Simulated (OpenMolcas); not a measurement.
Rh VIII: effect of the active space

```
Program             : OpenMolcas 26.06
Method              : CASSCF or its RAS form
Basis               : ANO-RCC-VQZP
Scalar Hamiltonian  : DKH2, point nucleus
Spin-orbit coupling : state interaction with AMFI integrals over the reference wave functions, term energies averaged over their components
```

A. 2 electrons in 5 orbitals (4d); 2S+1 = 3 even, 10 roots; 2S+1 = 1 even, 15 roots; cost of the order of 7 core-seconds
B. 8 electrons in 8 orbitals (RAS1 4p, at most 2 holes; RAS2 4d); 2S+1 = 3 even, 10 roots; 2S+1 = 1 even, 15 roots; cost about 15 core-seconds
C. 2 electrons in 10 orbitals (4d 5d); 2S+1 = 3 even, 10 roots; 2S+1 = 1 even, 15 roots; cost of the order of 13 core-seconds

Energies in cm-1 above 4d2 3F2.

```json
{"Level": "4d2 3F2", "A": "0.0", "B": "0.0", "C": "0.0"}
{"Level": "4d2 3F3", "A": "3284", "B": "3445", "C": "3298"}
{"Level": "4d2 3F4", "A": "6883", "B": "7165", "C": "6905"}
{"Level": "4d2 1D2 [68 %]", "A": "17857", "B": "16841", "C": "17743"}
{"Level": "4d2 3P0", "A": "18675", "B": "17762", "C": "18585"}
{"Level": "4d2 3P1", "A": "20118", "B": "19325", "C": "20020"}
{"Level": "4d2 3P2 [70 %]", "A": "23764", "B": "23008", "C": "23652"}
{"Level": "4d2 1G4", "A": "27152", "B": "27813", "C": "26967"}
{"Level": "4d2 1S0", "A": "61810", "B": "55897", "C": "61033"}
```

Among A to C the level of the table that moves most is 4d2 1S0, by 5900 cm-1 (lowest in B, highest in A).

Without dynamic correlation excited terms often stand tens of per cent too high (terms of higher spin than the ground term too low), and those without a measured partner can miss by more than the paired ones. Active for correlation alone: 4p; no level in the range computed is led by a configuration that opens it, so any true level of that kind is missing (holds for B). Active for correlation alone: 5d; no level in the range computed is led by a configuration that fills it, so any true level of that kind is missing (holds for C). Levels of configurations outside the active space are missing.

A share in square brackets marks a mixed level and gives the weight of the term that names it, the lowest over the columns.
